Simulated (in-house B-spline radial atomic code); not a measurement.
Settings and results of a run for the aluminium ion Al²⁺ (an excited or competing configuration). All numbers are computed (scalar-relativistic (X2C) TPSSh, spin-polarised, spherical fractional occupations, exact exchange averaged over the configuration; Fermi nucleus of rms radius 3.061 fm) with a radial B-spline atomic code at the basis-set limit, not measured.

Command:
```bash
python run_scf.py task.json out
```
Settings (nuclear radius in fm, mass in u):
```
Z                13
configuration    [He] 2s2 2p5 3s1 4f1
hamiltonian      x2c
method           tpssh
spin_polarised   True
nucleus          fermi
rms_radius       3.061
atomic_mass      26.98154
speed_of_light   137.035999084
exact_exchange   averaged over the configuration
```

Output (hartree, bohr):
```
 radial grid: 75 intervals, B-splines of order 8, outer radius 38.5185 bohr

 iter        energy (Eh)    residual
    1        -238.323662    1.92e-02
    2        -238.325082    9.49e-04
    3        -238.325092    5.03e-04
    4        -238.325095    2.78e-04
    5        -238.325097    3.91e-05
    6        -238.325097    1.71e-05
    7        -238.325097    8.55e-06
    8        -238.325097    1.83e-06
    9        -238.325097    1.24e-06
   10        -238.325097    7.88e-07
   11        -238.325097    1.48e-07

 total energy                      -238.32510
 kinetic                             238.9021
 electron-nucleus                   -553.4618
 Hartree                              93.3428
 exact exchange                       -1.5931
 exchange-correlation                -15.5150

 orbital      occ     eigenvalue          <r>       <r^2>       <1/r>     <1/r^2>       r_max
 1s up      1.000       -58.1785     0.119861   0.0193608     12.6872     331.281     0.07822
 1s down    1.000       -58.1067     0.119753     0.01932     12.6945     331.559      0.0782
 2s up      1.000        -5.9079     0.601985    0.431424     2.43416     25.1791      0.4858
 2s down    1.000        -5.7583     0.605583    0.436644     2.41549     24.7573      0.4879
 2p up      3.000        -4.4667     0.567071    0.402605     2.31371     7.54489      0.4149
 2p down    2.000        -4.3277     0.571488    0.409067     2.29896     7.46481      0.4173
 3s up      1.000        -1.2572       1.9227      4.2045    0.710801     3.12681       1.714
 4f up      1.000        -0.2415      5.77569     36.9427    0.194643   0.0435749        5.34
```

Time taken, with all properties: 0.53 s on 1 thread of Intel(R) Xeon(R) Platinum 8488C, on a shared host.
